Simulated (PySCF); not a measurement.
CH4AlIO, SMILES C[O][AlH][I].

Coordinates come from a PBE0-D3(BJ)/def2-SVP optimisation. The structure was generated by enumeration; whether it is a known compound was not checked. The def2 effective core potentials stand for the cores of I; spin–orbit coupling is left out. One conformer was computed; it need not be the lowest.

Two levels are set side by side: TDDFT-PBE/def2-SVPD (PySCF) and TDDFT-LC-ωPBE/def2-SVPD (PySCF). Vertical, same geometry. The lowest singlet is HOMO→LUMO 100 % with PBE and HOMO→LUMO 92 % with the other functional; states are paired by order. Differences are taken from unrounded values.

| quantity | TDDFT-LC-ωPBE | TDDFT-PBE | TDDFT-PBE minus TDDFT-LC-ωPBE |
|---|---|---|---|
| lowest singlet excitation (eV) | 6.15 | 4.82 | -1.33 |
| lowest triplet excitation (TDA) (eV) | 5.86 | 4.67 | -1.19 |
| first bright state (f over 0.05) (eV) | 6.57 | 5.86 | -0.70 |
| its oscillator strength | 0.05 | 0.11 | 0.06 |

A lower first singlet is the usual sign of a functional without exact exchange. Differences between two approximate levels are no errors against the true value.

Rough cost on one machine, each run with all the roots and properties that it gave: TDDFT-LC-ωPBE against TDDFT-PBE about 5 times.
